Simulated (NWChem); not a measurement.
Molecule: AgF; SMILES [F][Ag]

Results from NWChem. Structure relaxed at the PBE0-D3(BJ)/def2-TZVP level. def2 effective core potentials on Ag; no spin-orbit coupling. Level PBE/def2-SVP: energy and gradient on several grids; changes count from the extra-fine grid, which is no exact limit either.

```tsv
grid	size of the energy change (μHa)	largest change of a gradient component (μHa/bohr)
xcoarse	300	9000
coarse	70	700
medium	10	30
fine	< 10	< 30
xfine	< 10	< 30
```
